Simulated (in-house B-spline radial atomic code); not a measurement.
## KLI/ALDAx excitations of Lu³⁺

Method: KLI/ALDAx. Computed with a B-spline radial code for spherical atoms: linear response of the closed shell [Xe] 4f14 with the adiabatic LDA exchange kernel on the exchange-only KLI potential; scalar-relativistic (spin-free one-electron X2C), finite nucleus, no spin-orbit coupling, no double excitations, S, P, D and F terms only; shells from n = 3 respond. Only terms of natural parity with L up to 3 were computed.

Spin-orbit coupling is strong here, so these LS terms don't match observed levels.

Command:
```bash
python run_td.py task.json out
```
Settings (radii: box in bohr, nucleus in fm):
```
Z                        71
electrons                68
configuration            [Xe] 4f14
hamiltonian              x2c
method                   kli
box_radius               23.08
rms_radius               5.37
intervals                104
```

Time taken, with all properties: 12 s on 1 thread of Arm Neoverse N1, with other jobs on the host.

The lowest states, in the order of their Tamm-Dancoff energies; the method's threshold (minus the highest occupied level) is 49.12 eV. Labels give the largest channel, * marks a mixed state, and oscillator strengths are full-response dipole values. Semilocal kernels can invert the small singlet-triplet splittings of Rydberg terms. Energies in eV:

| state | full response | Tamm-Dancoff | oscillator strength |
| --- | --- | --- | --- |
| 4f → 5d 3P | 12.242 | 12.289 | - |
| 4f → 5d 3F | 12.596 | 12.611 | - |
| 4f → 5d 1F | ? | ? | - |
| 4f → 6s 3F | 14.136 | 14.139 | - |
| 4f → 6s 1F | 14.290 | 14.293 | - |
| 4f → 5d 1P | 14.381 | 14.744 | 0.174 |
| 4f → 6p 3D | 21.179 | 21.184 | - |
| 4f → 6p 1D | 21.469 | 21.482 | - |
| 4f → 6d 3P | 30.33 | 30.35 | - |
| 4f → 6d 3F | ? | ? | - |

Q: Where does 4f → 6d 3F lie?

A: At 30.47 eV in full response, 30.47 eV in Tamm-Dancoff.

Q: Where does 4f → 5d 1F lie?

A: At 13.112 eV in full response, 13.128 eV in Tamm-Dancoff.

Q: How large is the singlet-triplet splitting of 4f → 5d (F terms) in Tamm-Dancoff?

A: 0.517 eV, from the unrounded values.

Q: What polarisabilities and dispersion coefficient does the method give?

A: Dipole 4.256 bohr³, quadrupole 7.779 bohr⁵, C6 20.93 hartree·bohr⁶ for two such species.
